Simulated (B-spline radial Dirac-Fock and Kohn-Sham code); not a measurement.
The computed values come from a B-spline atomic structure program: the Dirac equation of a negative muon with reduced mass in the field of a spherical finite nucleus, with the Uehling potential to all orders; nuclear polarisation, deformation, hyperfine structure, self-energy, higher-order vacuum polarisation, relativistic recoil and electron screening are left out. The nuclear charge is a Fermi distribution (skin thickness 2.3 fm).

Q: A muonic atom of atomic mass 140.93 u emits these computed lines: 2p3/2 → 1s1/2 3771 keV, 3d5/2 → 2p3/2 1141 keV, 4f7/2 → 3d5/2 403.2 keV, 5g9/2 → 4f7/2 185.8 keV. Which element is it, and what rms charge radius was used?

A: Xenon (Z = 54, nuclide ¹⁴¹Xe); the high transitions hardly feel the nucleus and fix Z. The 2p → 1s line lies 2702 keV below the value for a point nucleus without QED, which for this nuclear model gives a radius near 4.87 fm (4.8694 fm was used).
